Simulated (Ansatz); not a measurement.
`O[C]1([InH2])CC1` + `C[SeH]` → `C[Se][InH2]` + `OC1CC1` at 500 K and 1 bar (ligand exchange at the In–C bond).

Computed with Ansatz on PBE0-D4/def2-TZVP structures; ΔE is electronic, products minus reactants. CCSD(T)/CBS is the MP2 limit (def2-TZVPP, def2-QZVPP) plus CCSD(T) − MP2 in def2-TZVPP, frozen cores. def2 core potentials past Kr. For In, Se outer-core shells are correlated without core-valence functions, which leaves a few kJ/mol of doubt a bond. Scalar relativity is left out up to krypton. Each species was taken in one conformer, which may not be the lowest.

```csv
species,CCSD(T)/CBS energy (Eh),H − E (kJ/mol),S (J/(mol·K))
`O[C]1([InH2])CC1`,-383.27273,276.4,432.8
`C[SeH]`,-2441.15625,142.1,299.3
`C[Se][InH2]`,-2631.58862,170.8,402.6
`OC1CC1`,-192.89809,258.9,324.0
```

H − E and S are ideal-gas, rigid-rotor, harmonic terms from PBE0-D4/def2-TZVP, for one conformer and one mirror image of each species. 1 Eh = 2625.50 kJ/mol, R = 8.31446 J/(mol·K).

By hand: ΔE, ΔH, ΔS and ΔG.

ΔE = (-2631.58862) + (-192.89809) − (-383.27273) − (-2441.15625) = -0.05773 Eh = -151.6 kJ/mol. Δ(H − E) = 170.8 + 258.9 − 276.4 − 142.1 = 11.2, so ΔH = -140.4 kJ/mol. ΔS = 402.6 + 324.0 − 432.8 − 299.3 = -5.5 J/(mol·K). ΔG = -140.4 − 500 × (-5.5)/1000 = -137.7 kJ/mol.

By hand: the equilibrium constant, and the temperature at which ΔG would vanish if ΔH and ΔS stayed fixed.

log₁₀ K = −ΔG/(RT ln 10) = 14.4. ΔG = 0 at ΔH/ΔS = 25527 K, far beyond where these terms or the molecules hold.

The number of gas molecules stays the same, so ΔS is small and ΔH decides. A doubt of 5 kJ/mol in ΔE shifts log₁₀ K by 0.5 here. Other conformers and mirror images would add mixing entropy, several J/(mol·K) or more a flexible species. Modes under 60 cm⁻¹, often nearly free rotors, make the harmonic entropy too high. These are equilibria of isolated gas molecules and say nothing of rates. Largest T1 diagnostic: 0.013 (customary marks: 0.02 for closed shells, 0.045 for open ones).
